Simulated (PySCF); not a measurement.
Si(H)3(OH) (H4OSi), SMILES O[SiH3]. Atoms are numbered in the order given.

```xyz
6

Si    -0.0090     0.5330     0.0000
O      0.1123    -1.1153     0.0000
H     -0.7277     1.0286     1.2003
H     -0.7277     1.0286    -1.2003
H      1.3776     1.0383     0.0000
H     -0.6945    -1.6354     0.0000
```
Charge 0, spin multiplicity 1.

Geometry optimised at B3LYP-D3(BJ)/def2-TZVP.

Calculation: B3LYP/pcJ-1 (PySCF).

Isotropic couplings with Fermi-contact, spin-dipole and both spin-orbit terms, one fixed conformer, no vibrational averaging. Isotopes: 1H, 29Si.

Computed spin–spin coupling constants:
```csv
pair,bonds apart,J (Hz)
Si1–H3,1,-218.2
Si1–H4,1,-218.2
Si1–H5,1,-248.0
Si1–H6,2,0.4
H3–H4,2,18.0
H3–H5,2,12.4
H4–H5,2,12.4
H3–H6,3,-1.5
H4–H6,3,-1.5
H5–H6,3,13.0
```
